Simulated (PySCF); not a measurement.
HF₃OSi (SMILES O[Si](F)(F)F), singlet, at a GFN2-xTB geometry. Base run: PBE/6-31G (PySCF).

Input for PySCF:
```python
from pyscf import gto, scf, dft, solvent

mol = gto.M(
    atom='''
O     1.49162366   -0.03290683    0.59386608
Si    0.01442175   -0.00089212    0.01174131
F    -0.29111548   -1.17049082   -1.00667196
F    -0.97994971   -0.13244831    1.22028892
F    -0.33119589    1.33024121   -0.76743276
H     2.28545585    0.03002563    0.06903526
''',
    basis='6-31g',
    verbose=3,
)

mf = dft.RKS(mol)
mf.xc = 'pbe'
mf.kernel()
```

Each row names what was changed in the base input (with any setting that the change needs).

```csv
change,ΔE vs base (kcal/mol),dipole (D),HOMO-LUMO gap (eV)
base,0.000,2.91,7.83
model = COSMO; solvent = water,-8.31,3.36,7.88
model = IEF-PCM; solvent = water; r_probe = 0.5,-3.55,3.17,7.86
model = ddCOSMO; solvent = water,-6.97,3.27,7.90
model = IEF-PCM; solvent = tetrahydrofuran,-6.77,3.28,7.88
model = IEF-PCM; solvent = water; vdw_scale = 1.1,-11.29,3.44,7.89
model = IEF-PCM; solvent = water,-8.31,3.36,7.88
model = IEF-PCM; solvent = water; vdw_scale = 1.4,-4.91,3.24,7.86
model = SS(V)PE; solvent = water,-8.23,3.35,7.88
model = IEF-PCM; solvent = dimethylsulfoxide,-8.19,3.36,7.88
model = IEF-PCM; solvent = water; lebedev_order = 41,-8.35,3.36,7.88
model = IEF-PCM; solvent = acetonitrile,-8.10,3.35,7.88
```

The base is the gas phase, so ΔE is the electrostatic part of solvation at a fixed geometry, without cavity and dispersion terms.
